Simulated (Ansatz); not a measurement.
Geometry optimisation, Ansatz, RKS PBE0-D4/6-31G*.

Input:

```yaml
crystal:
  periodic: [false, false, false]
  atoms:
    - { symbol: B, position_ang: [-0.051829, 0.506413, -0.178541] }
    - { symbol: H, position_ang: [-0.015317, -0.356264, 2.061695] }
    - { symbol: O, position_ang: [1.165426, -0.094256, -0.407677] }
    - { symbol: H, position_ang: [1.121426, -0.969653, -0.80523] }
    - { symbol: O, position_ang: [-1.273686, -0.014566, -0.499265] }
    - { symbol: H, position_ang: [-1.23148, -0.873921, -0.928676] }
    - { symbol: O, position_ang: [-0.051659, 1.762703, 0.403887] }
    - { symbol: H, position_ang: [0.860154, 2.031931, 0.566685] }
    - { symbol: H, position_ang: [-0.140334, 0.339614, 2.103723] }
basis:
  gaussian: { orbitals: "6-31G*" }
hamiltonian:
  xc: pbe0
  dispersion: d4
relax:
  f_tol: 0.03
  max_steps: 50
```

Run as:

```bash
$ ansatz run input.yaml --threads 1 --pin off --max-ram 2048MiB --backend cpu --events-out ev --progress --plain --runs-dir out
```

Problem. Where does it end, and by what steps?

Solution. The run converged. The force dipped under the threshold on the way, but the program's further checks kept it going. After 19 steps the energy has fallen by 0.200 eV; H2 moved furthest, 1.56 Å.

| step | energy less start (eV) | largest force component (eV/Å) | accepted |
| --- | --- | --- | --- |
| 0 | 0.0000 | 1.559 | yes |
| 1 | -0.1214 | 0.311 | yes |
| 2 | -0.1603 | 0.218 | yes |
| 3 | -0.1776 | 0.110 | yes |
| 4 | -0.1808 | 0.105 | yes |
| 5 | -0.1851 | 0.117 | yes |
| 6 | -0.1782 | 0.620 | no |
| 7 | -0.1879 | 0.050 | yes |
| 8 | -0.1885 | 0.259 | yes |
| 9 | -0.1917 | 0.090 | yes |
| 10 | -0.1950 | 0.104 | yes |
| 11 | -0.1940 | 0.365 | no |
| 12 | -0.1971 | 0.041 | yes |
| 13 | -0.1982 | 0.089 | yes |
| 14 | -0.1988 | 0.126 | yes |
| 15 | -0.1993 | 0.047 | yes |
| 16 | -0.1997 | 0.032 | yes |
| 17 | -0.1998 | 0.020 | yes |
| 18 | -0.1999 | 0.037 | yes |
| 19 | -0.2000 | 0.011 | yes |

```xyz
9
Properties=species:S:1:pos:R:3
B -0.048 0.397 -0.448
H -0.020 0.134 3.537
O 1.179 -0.060 -0.880
H 1.140 -0.753 -1.546
O -1.263 -0.054 -0.886
H -1.210 -0.751 -1.546
O -0.068 1.383 0.495
H 0.834 1.631 0.731
H -0.163 0.405 2.858
```

Whether the end is a true minimum wasn't checked by a vibrational analysis.

Time of the run: 39 s on 1 thread of Arm Neoverse V2, with other jobs on the host, peak memory 0.13 GiB.
